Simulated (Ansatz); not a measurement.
CH₅BiS⁻, that is BiH2(SMe) with one electron more. Charge -1, multiplicity 2. Geometry r2SCAN-D4/def2-TZVP, that of the neutral singlet; atoms count from 1.

```xyz
8

Bi    0.127    1.087    1.513
H    -0.571    2.688    1.094
H    -1.242    0.813    2.639
S    -0.997   -0.131   -0.393
C     0.462   -0.975   -1.090
H     1.202   -0.266   -1.463
H     0.095   -1.565   -1.931
H     0.923   -1.651   -0.370
```

In the def2 sets Bi takes a core potential; there is no spin–orbit coupling. The highest occupied level of the charge -1 doublet lies above zero (up to 1.65 eV). By energy differences it is unbound by 0.16 eV (vertical, against the charge 0 singlet, at PBE0-D4/def2-TZVPD) and held by the finite basis.

**Question.** Estimate the Mulliken populations from the PBE0/def2-TZVPD orbitals of Ansatz.

**Answer.** 
| atom | charge (e) | spin (α − β) |
| --- | --- | --- |
| Bi1 | -0.16 | 0.58 |
| H2 | -0.06 | 0.00 |
| H3 | -0.06 | -0.01 |
| S4 | -0.72 | 0.37 |
| C5 | -0.55 | 0.10 |
| H6 | 0.20 | -0.01 |
| H7 | 0.16 | -0.04 |
| H8 | 0.20 | 0.00 |
Mulliken values depend strongly on the basis. With diffuse functions, as here, like atoms can get unlike values, and bond orders can come out too low or too high.

**Question.** Where does the spin sit?

**Answer.** Summed by element: Bi 0.58, H -0.04, S 0.37, C 0.10, of 1 unpaired in all. Largest on single atoms: Bi1 0.58, S4 0.37, C5 0.10.

**Question.** And the Mayer bond orders between heavy atoms (over 0.3)?

**Answer.** Bi1–S4 0.91 (2.53 Å); S4–C5 0.91 (1.82 Å).
